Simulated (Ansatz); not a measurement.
Consider the substitution at a C–Si bond: `FC([SiH3])[SiH2][SiH3]` + `OCF` → `FCOC(F)[SiH3]` + disilane.

Program: Ansatz. Geometries: PBE0-D4/def2-TZVP. ΔE: electronic, gas phase. CBS: MP2 limit from def2 TZ/QZ plus the TZ coupled-cluster correction, frozen cores. DFT in def2-TZVPP. B3LYP here is the variant with VWN-RPA as its local correlation; programs differ in this. One conformer a species, not always the lowest.

| level | ΔE (kcal/mol) | difference from CCSD(T)/CBS |
| --- | --- | --- |
| PBE-D4 | 8.4 | 0.2 |
| r2SCAN-D4 | 7.1 | -1.1 |
| PBE0-D4 | 8.4 | 0.2 |
| B3LYP-D4 | 7.6 | -0.6 |
| ωB97X-V | 6.2 | -2.0 |
| ωB97M-V | 7.4 | -0.8 |
| B2PLYP | 6.4 | -1.8 |
| PBE | 7.3 | -0.9 |
| r2SCAN | 6.8 | -1.4 |
| PBE0 | 7.3 | -0.9 |
| B3LYP | 5.7 | -2.5 |
| HF/def2-TZVPP | 3.2 | -5.0 |
| MP2/def2-TZVPP | 8.1 | -0.1 |
| SCS-MP2/def2-TZVPP | 6.8 | -1.4 |
| CCSD/def2-TZVPP | 6.6 | -1.6 |
| CCSD(T)/def2-TZVPP | 6.8 | -1.4 |
| HF/def2-QZVPP | 3.3 | -4.9 |
| MP2/def2-QZVPP | 8.9 | 0.7 |
| SCS-MP2/def2-QZVPP | 7.6 | -0.6 |
| HF/CBS(def2) | 3.3 | -4.9 |
| MP2/CBS(def2) | 9.5 | 1.3 |
| CCSD/CBS(def2) | 7.9 | -0.3 |
| CCSD(T)/CBS | 8.2 | 0 |

Largest T1 diagnostic among the species: 0.013.

The D4 term adds +1.9 kcal/mol with B3LYP and +1.1 kcal/mol with PBE0; it sums over pairs of atoms, weighted by their polarisabilities, and B3LYP, whose exchange is more repulsive, gets the larger term. In def2-TZVPP, CCSD(T) changes the Hartree–Fock value by +3.6 kcal/mol (the triples alone add +0.3 kcal/mol) and MP2 by +4.9 kcal/mol.
